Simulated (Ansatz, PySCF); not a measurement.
Gas-phase reaction (SMILES): CCCC + 2 C (CH4) -> 3 CC (C2H6); bond separation energy.

Geometries: B3LYP-D3(BJ)/def2-TZVP minima from Ansatz (a first-principles code), one conformer each, not searched for the lowest. Correlated levels leave the core frozen unless marked. Spin-orbit coupling is left out. No relativistic terms. CBS marks a two-point X^-3 extrapolation of the correlation energy; Hartree-Fock from the larger set. [CCSD(T)-MP2]/basis is that difference in the basis named. Thermal terms are rigid-rotor harmonic-oscillator values from B3LYP-D3(BJ) frequencies (PySCF) at 298.15 K and 1 atm. 1 Eh = 627.5095 kcal/mol.

```
species    E, RI-MP2/CBS(cc-pVTZ,cc-pVQZ)+[CCSD(T)-MP2]/cc-pVTZ (Ansatz) (Eh)  E, PBE/def2-TZVPD (Ansatz) (Eh)  H - E (Eh)  G - E (Eh)
---------  ------------------------------------------------------------------  -------------------------------  ----------  ----------
CCCC                                                               -158.23877                       -158.27138     0.13834     0.10425
C (CH4)                                                             -40.46125                        -40.46301     0.04840     0.02728
CC (C2H6)                                                           -79.71807                        -79.73096     0.07887     0.05302
```

### Question
Work out ΔE and ΔH, ΔG, ΔS and the equilibrium constant at 298.15 K at the first level, then ΔH at the second.

### Answer

1. ΔE = [3×(-79.71807)] - [(-158.23877) + 2×(-40.46125)] = 0.00706 Eh = 4.4 kcal/mol at RI-MP2/CBS(cc-pVTZ,cc-pVQZ)+[CCSD(T)-MP2]/cc-pVTZ.
2. The terms H - E add up to 0.00147 Eh, so ΔH = (0.00706 + (0.00147))×627.5095 = 5.4 kcal/mol.
3. The terms G - E add up to 0.00025 Eh, so ΔG = 4.6 kcal/mol, and ΔS = (0.00147 - (0.00025))×627509.5/298.15 = 2.6 cal/(mol K).
4. log10 K = -ΔG/(RT ln 10) = -3.4, with RT ln 10 = 1.3642 kcal/mol.
5. At PBE/def2-TZVPD the same steps give ΔE = 2.8 and ΔH = 3.8 kcal/mol, a shift of -1.6 from the first level.
6. Tabulated enthalpies of formation (CCCC -30.1 kcal/mol, ATcT 1.112; C (CH4) -17.8 kcal/mol, ATcT 1.112; CC (C2H6) -20.0 kcal/mol, ATcT 1.112) give ΔH = 5.7, so the errors are -0.3 and -1.9 kcal/mol; the tables hold anharmonic motion, scalar relativity, and any other conformers, which both levels lack, and core correlation, which the frozen-core level lacks.
